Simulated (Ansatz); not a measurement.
Program: Ansatz. Geometries: PBE0-D4/def2-TZVP. ΔE: electronic, gas phase. CBS: MP2 limit from def2 TZ/QZ plus the TZ coupled-cluster correction, frozen cores. DFT in def2-TZVPP. B3LYP here is the variant with VWN-RPA as its local correlation; programs differ in this. No spin–orbit coupling; open shells (•) take unrestricted orbitals. For Ge outer-core shells are correlated without core-valence functions, which leaves a few kJ/mol of doubt a bond. Scalar relativity is left out up to krypton. Each species was taken in one conformer, which may not be the lowest.

Reaction (homolysis of the Ge–O bond): `Cl[SiH](Cl)[O][GeH3]` → `[GeH3]`• + `[O][SiH](Cl)Cl`•

`Cl[SiH](Cl)[O][GeH3]`:

Cartesian coordinates in Å:
```
Cl -1.761 1.902 0.198
Si -1.523 -0.120 -0.027
Cl -1.738 -0.544 -2.016
O -0.079 -0.576 0.501
Ge 1.609 -0.051 0.203
H -2.580 -0.811 0.723
H 1.678 0.563 -1.200
H 1.951 0.968 1.296
H 2.442 -1.330 0.321
```

`[GeH3]`•:

Cartesian coordinates in Å:
```
Ge -0.116 -0.077 -0.324
H 1.413 0.082 -0.399
H -0.508 -1.241 0.604
H -0.789 1.235 0.118
```

`[O][SiH](Cl)Cl`•:

Cartesian coordinates in Å:
```
O 0.543 -1.430 -0.700
Si 0.063 -0.036 0.037
Cl -1.852 -0.146 0.695
Cl 0.226 1.568 -1.194
H 1.020 0.044 1.162
```

| species | B3LYP energy (Eh) |
| --- | --- |
| `Cl[SiH](Cl)[O][GeH3]` | -3364.86754 |
| `[GeH3]`• | -2078.79929 |
| `[O][SiH](Cl)Cl`• | -1285.89892 |

Problem. Work out ΔE.

Solution. ΔE = (-2078.79929) + (-1285.89892) − (-3364.86754) = 0.16933 Eh = +106.3 kcal/mol. CCSD(T)/CBS gives +118.7 kcal/mol.

Largest T1 diagnostic among the species: 0.014.

In def2-TZVPP, CCSD(T) changes the Hartree–Fock value by +31.2 kcal/mol (the triples alone add +2.5 kcal/mol) and MP2 by +40.2 kcal/mol; breaking electron pairs costs correlation energy, which Hartree–Fock lacks. The D4 term adds +4.0 kcal/mol with B3LYP and +2.2 kcal/mol with PBE0; it sums over pairs of atoms, weighted by their polarisabilities, and B3LYP, whose exchange is more repulsive, gets the larger term.
